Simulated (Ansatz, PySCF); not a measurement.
Reaction R1 + R2 → P1 + P2, each structure at its B3LYP-D3(BJ)/def2-TZVP stationary point, reached from a drawn start (curvature not checked).
R1: N atom, charge 0, multiplicity 4.
P1, NO (SMILES [N]=O) (charge 0, multiplicity 2, Z-matrix in Å and degrees):
```
N
O 1 1.1449
```
P2: O atom, charge 0, multiplicity 3.
R2: O2 (SMILES O=O), charge 0, multiplicity 3.

P less R. No zero-point or thermal terms; open shells are unrestricted; no spin–orbit coupling.

Correlated levels freeze the cores. CBS(a, b) extrapolates the correlation energy as X⁻³ and adds the Hartree–Fock energy of set b.

Codes used: Ansatz (an electronic-structure program) with Gaussian orbitals; PySCF for M06-2X. All values are computed, each at the level named.

| level | reaction energy (eV) |
|---|---|
| HF/aug-cc-pVTZ | -0.879 |
| HF/aug-cc-pVQZ | -0.886 |
| PBE0/def2-TZVPPD | -1.255 |
| M06-2X/def2-TZVPPD | -1.291 |
| wB97M-V/def2-TZVPPD | -1.375 |
| SCS-MP2/aug-cc-pVDZ | -1.372 |
| CCSD/aug-cc-pVDZ | -1.105 |
| CCSD/aug-cc-pVTZ | -1.248 |
| CCSD(T)/CBS(aug-cc-pVTZ, aug-cc-pVQZ) | … |

Q: Some entries are withheld; supply them.

A: 
- CCSD(T)/CBS(aug-cc-pVTZ, aug-cc-pVQZ), reaction energy (eV): -1.373
